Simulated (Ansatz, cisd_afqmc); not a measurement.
System: BeF2, charge 0, singlet. BeF2 (SMILES [F][Be][F]).
B3LYP-D3(BJ)/def2-TZVP minimum from Ansatz (a quantum-chemistry and plane-wave program):
```
Be
F 1 1.3812
F 1 1.3812 2 180.00
```
Charge 0, spin multiplicity 1.

Total energies in def2-SVP, 16 correlated electrons, 3 frozen orbitals. UHF or UKS for unpaired electrons; spin-orbit terms are left out. Cores are frozen in correlated methods. No relativity. AFQMC/CISD: phaseless, guided by CISD from CCSD amplitudes; bars are statistical, one sigma. Outlying blocks are dropped, and bars are widened where a walk drifts. Over all cases where full CI ran beside it in this data, AFQMC minus full CI had a median of +0.1 mEh and passed +0.4 mEh in a tenth of the cases.

The bar of a AFQMC/CISD walk is widened from 0.34 to 0.71 mEh, since its halves differ by 1.42 mEh.

```
method         program         energy (Eh)  minus CCSDTQ (mEh)
----------  ----------  ------------------  ------------------
HF              Ansatz          -213.48556              414.79
MP2             Ansatz          -213.89193                8.42
CCSD            Ansatz          -213.89448                5.87
CCSD(T)         Ansatz          -213.89918                1.17
CCSDT(Q)        Ansatz          -213.90043               -0.08
CCSDTQ          Ansatz          -213.90035                0.00
AFQMC/CISD  cisd_afqmc  -213.9005 ± 0.0008          -0.2 ± 0.8
```

Rough core times of Ansatz's runs on a shared machine: CCSD(T) under 20 s, CCSDT(Q) under 20 s, CCSDTQ 10 min.
